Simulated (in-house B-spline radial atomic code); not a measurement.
Bi. Computed with a B-spline radial atomic code. Model: non-relativistic spherical atom: semilocal Troullier-Martins pseudo-atom, one channel per l, against all electrons, high spin, G0W0 and RPA with empty states to l = 8, local potential for every l without a channel, a model core (radius 0 = none) keeps its share of the functional.

The core holds an angular momentum without a channel of its own, so the local potential lets valence electrons into it.

Without relativity these are model numbers for so heavy an element.

What the tables leave out is listed at the end.

The pseudopotential gives back the lowest level of each angular momentum of its own functional in the configuration it was made in; a second state of the same l is only approximately right. Exact exchange, RPA and GW see the smooth pseudo-orbitals and miss the exchange with the core, for which the functional's share stands in. The column with an uncorrelated core keeps all orbitals and exact exchange, and so separates missing core correlation from pseudisation. Only the three outermost levels and the lowest empty one were computed. RPA here is direct RPA, with no exchange kernel, and its energies carry an (l + 1/2)⁻⁴ tail. A hybrid on a potential with a model core restores only its own semilocal share of the core's exchange.

Command:
```bash
python run_psgw.py task.json out
```
Settings (lengths in bohr, energies in hartree):
```
Z                      83
electrons              83
configuration          [Xe] 4f14 5d10 6s2 6p3
generated_in           [Xe] 4f14 5d10 6s2 6p3
functional             pbe,pbe
core_shells            12
radius_factor          0.8
core_correction        False
```

Run time, properties included: 69 s on 1 thread of Arm Neoverse N1 (shared host).

Given: made with PBE; model core radius 0 bohr; local radius 1 bohr; mean-field start PBE.

Valence shells of the generating configuration: 5d, 6s, 6p.

Channel: s 1.699, p 2.02, d 0.82 (radii in bohr).

Computed: largest level miss in the spin-unpolarised generating configuration 0.004 eV; valence RPA correlation energy all-electron orbitals -0.77615 hartree; all-electron RPA polarisability, core included 46.293 bohr³; pseudo-atom RPA polarisability 46.243 bohr³.

```
          level  occupied  mean-field all-electron (eV)  mean-field pseudo minus all (eV)  G0W0 all-electron (eV)  G0W0 uncorrelated core minus all (eV)  G0W0 pseudo minus all (eV)  exchange self-energy all-electron (eV)  exchange self-energy pseudo (eV)
          6p up         1                       -5.3391                            -0.009                 -8.5982                                  0.033                      -0.254                                 -14.166                            -13.54
6p down (empty)         0                       -3.5686                             0.039                 -1.4204                                  0.045                      -0.264                                 -4.3024                           -3.6562
```

**Question.** What is the valence RPA correlation energy pseudo?

**Answer.** -1.2962 hartree.

Given: mean-field start PBE0.

Computed: valence RPA correlation energy pseudo -1.2339 hartree; all-electron RPA polarisability, core included 39.225 bohr³; pseudo-atom RPA polarisability 37.579 bohr³.

| level | occupied | mean-field all-electron (eV) | mean-field pseudo minus all (eV) | G0W0 all-electron (eV) | G0W0 uncorrelated core minus all (eV) | G0W0 pseudo minus all (eV) | exchange self-energy all-electron (eV) | exchange self-energy pseudo (eV) |
| --- | --- | --- | --- | --- | --- | --- | --- | --- |
| 6p up | 1 | -6.3458 | -0.109 | -8.8507 | 0.037 | -0.271 | -14.214 | -13.914 |
| 6s down | 1 | -11.005 | 0.042 | -13.66 | 0.097 | -0.358 | -14.381 | -12.715 |
| 6p down (empty) | 0 | -2.7085 | -0.031 | -1.1708 | 0.044 | -0.139 | -3.9672 | -3.5449 |

**Question.** What is the valence RPA correlation energy all-electron orbitals?

**Answer.** -0.73211 hartree.

Given: mean-field start Hartree-Fock.

Computed: valence RPA correlation energy pseudo -1.0803 hartree; all-electron RPA polarisability, core included 29.844 bohr³; pseudo-atom RPA polarisability 25.211 bohr³.

| level | occupied | mean-field all-electron (eV) | mean-field pseudo minus all (eV) | G0W0 all-electron (eV) | G0W0 uncorrelated core minus all (eV) | G0W0 pseudo minus all (eV) | exchange self-energy all-electron (eV) | exchange self-energy pseudo (eV) |
| --- | --- | --- | --- | --- | --- | --- | --- | --- |
| 6p up | 1 | -8.7455 | -0.691 | -9.2223 | 0.039 | -0.164 | -13.997 | -14.772 |
| 6s down | 1 | -12.125 | 0.088 | -13.804 | 0.103 | -0.034 | -13.774 | -12.526 |
| 6s up | 1 | -17.897 | -0.556 | -16.581 | 0.073 | -0.369 | -19.251 | -18.898 |

**Question.** What is the valence RPA correlation energy all-electron orbitals?

**Answer.** -0.62799 hartree.

Among the listed levels the largest G0W0 shift of the pseudo-atom is -0.37 eV, for 6s up on the Hartree-Fock start, while leaving the core uncorrelated moves that level by +0.07 eV. So pseudisation and the lost core exchange, not the missing core correlation, make the error. Not in the tables (levels of low weight, unsolved or above zero; the highest and the empty levels are kept at any weight): on PBE the G0W0 levels 6s down (pseudo minus all -0.36 eV, weights 0.72 and 0.76), 6s up (pseudo minus all -0.05 eV, weights 0.06 and 0.07); on PBE0 the G0W0 levels 6s up (pseudo minus all -0.85 eV, weights 0.03 and 0.12).
